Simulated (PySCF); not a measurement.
B3LYP on Pd⁻ (palladium, charge -1), [Kr] 4d10 5s1, 2S determinant. All numbers are calculated (PySCF 2.14, a scalar-relativistic core potential, in aug-cc-pVTZ-PP with one added diffuse shell each of s, p, d, f, g type with ECP28MDF (7s7p6d4f3g, 113 functions)).

```
cycle= 1 E= -127.516165348017  delta_E= -0.0216  |g|= 0.152  |ddm|= 1.44
cycle= 2 E= -127.494527412268  delta_E= 0.0216  |g|= 0.303  |ddm|= 0.247
cycle= 3 E= -127.52149425864  delta_E= -0.027  |g|= 0.0415  |ddm|= 0.227
cycle= 4 E= -127.522316530816  delta_E= -0.000822  |g|= 0.00174  |ddm|= 0.0894
cycle= 5 E= -127.522324628479  delta_E= -8.1e-06  |g|= 0.000737  |ddm|= 0.0288
cycle= 6 E= -127.522325818134  delta_E= -1.19e-06  |g|= 3.51e-05  |ddm|= 0.0132
cycle= 7 E= -127.522325822382  delta_E= -4.25e-09  |g|= 1.48e-05  |ddm|= 0.00107
cycle= 8 E= -127.522325822508  delta_E= -1.26e-10  |g|= 4.87e-07  |ddm|= 0.00014
converged SCF energy = -127.522325822508  <S^2> = 0.75077688  2S+1 = 2.0007767
```

Highest occupied orbital energy: 0.814 eV; ⟨L²⟩ = 0.00; populations by l: s 3.00, p 6.00, d 10.00, f 0.00.

(1) Can this result be used?

## Answers

(1) With care. The calculation finished and met its thresholds. Energies and moments cover only the electrons outside the core potential. At B3LYP the highest occupied level has a positive energy, so only the finite basis holds that electron; in a semilocal or global hybrid functional this comes from self-interaction and does not mean that the real anion is unbound.
